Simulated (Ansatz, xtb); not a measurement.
## AlBHOSi: which of two structures lies lower

Structure I is a doublet given by its coordinates and structure II is a doublet given by its coordinates. Both are isolated molecules in the gas phase, relaxed with r2SCAN-D4/def2-SVP.

I (Å):

```csv
atom,x (Å),y (Å),z (Å)
Al,0.6552,-0.9819,-1.8184
B,0.2339,-0.8192,0.3611
O,0.0639,-1.9531,-0.1866
Si,1.1067,0.9125,-0.0727
H,-0.2398,1.5917,-0.3124
```

Close contacts (Å): Al1–B2 2.23, Al1–O3 1.99, Al1–Si4 2.62, B2–O3 1.27, B2–Si4 1.99, Si4–H5 1.53.

II (Å):

```yaml
atoms:
  - { symbol: Al, position_ang: [0.6226, -0.5241, 0.1875] }
  - { symbol: B, position_ang: [0.3559, 0.3077, -1.7163] }
  - { symbol: O, position_ang: [-0.4602, -0.6489, -1.4754] }
  - { symbol: Si, position_ang: [1.8473, 1.3398, -0.9168] }
  - { symbol: H, position_ang: [0.1276, -1.6143, 1.2161] }
```

Close contacts (Å): Al1–B2 2.09, Al1–O3 1.99, Al1–Si4 2.49, B2–O3 1.28, B2–Si4 1.98, Al1–H5 1.58.

Energies in hartree; the thermal terms are from r2SCAN-D4/def2-SVP harmonic frequencies (ideal gas, rigid rotor, one conformer each, 298.15 K, 1 atm) and include the zero-point energy:

```
                              I           II
E, CCSD(T)/def2-SVP  −631.155845  −631.151648
  zero-point energy     0.014563     0.014679
       H(298 K) − E     0.020765     0.020649
       G(298 K) − E    −0.014529    −0.014073
```

**Question.** Work out ΔE, ΔE₀, ΔH and ΔG for I → II in kcal/mol (1 Eh = 627.51 kcal/mol) and the equilibrium ratio [II]/[I].

**Answer.** 1. ΔE = −631.151648 − (−631.155845) = +0.004197 Eh = +2.63 kcal/mol.
2. ΔE₀ = ΔE + ΔZPE = +0.004197 + (+0.000116) Eh = +2.71 kcal/mol.
3. ΔH = ΔE + (−0.000116) Eh = +2.56 kcal/mol.
4. ΔG = ΔE + (+0.000456) Eh = +2.92 kcal/mol, so ΔS = (ΔH − ΔG)/T = −5.0 J/(mol K).
5. kT = 0.9442 mEh, so K = [II]/[I] = exp(−ΔG/kT) = exp(−4.93) ≈ 0.0072.

Structure I is favoured at this temperature. An error of 1 kcal/mol in ΔG would change K by a factor of 5.4. r2SCAN-D4/def2-SVP found them nearly level. MP2/def2-SVP gave ΔE the other sign. Mirror images and further conformers aren't counted.

Other levels gave ΔE = +0.5 (r2SCAN-D4/def2-SVP); +0.8 (HF/def2-SVP); −1.0 (MP2/def2-SVP) kcal/mol. Open shells are spin-unrestricted, with notable spin contamination. The correlated steps freeze 12 core orbitals. Programs: Ansatz 0.2.0.
